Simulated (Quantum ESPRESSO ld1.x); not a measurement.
All-electron atom: neutral xenon in [Xe]. Calculated with ld1.x of Quantum ESPRESSO 7.5: scalar-relativistic Kohn-Sham, LDA (Slater exchange, Perdew-Zunger correlation), spin-polarised, spherical densities, point nucleus.

Radial electron density D(r) = 4 pi r^2 rho(r):

```
   r/bohr * D(r) (the largest magnitude, 91, reaches the edge; | marks zero)
 0.001432 | *
 0.001909 |   *
 0.002526 |     *
  0.00337 |        *
 0.004494 |             *
 0.005994 |                   *
 0.007995 |                          *
  0.01058 |                                 *
  0.01411 |                                       *
  0.01882 |                                          *
   0.0251 |                                       *
  0.03347 |                                    *
  0.04429 |                                      *
  0.05907 |                                               *
  0.07879 |                                                      *
   0.1051 |                                                 *
   0.1402 |                                       *
   0.1854 |                                         *
   0.2473 |                                             *
   0.3299 |                                *
     0.44 |                *
   0.5869 |                *
   0.7827 |               *
    1.036 |        *
    1.381 |   *
    1.842 |  *
    2.457 | *
    3.277 |*
    4.336 *
    5.784 *
    7.714 *
```

D(r) has 4 maxima, at r = 0.0187, 0.0827, 0.236, 0.672 bohr, and minima at 0.0363, 0.156, 0.492 bohr, inside which lie 1.98, 11.18, 28.95 electrons.
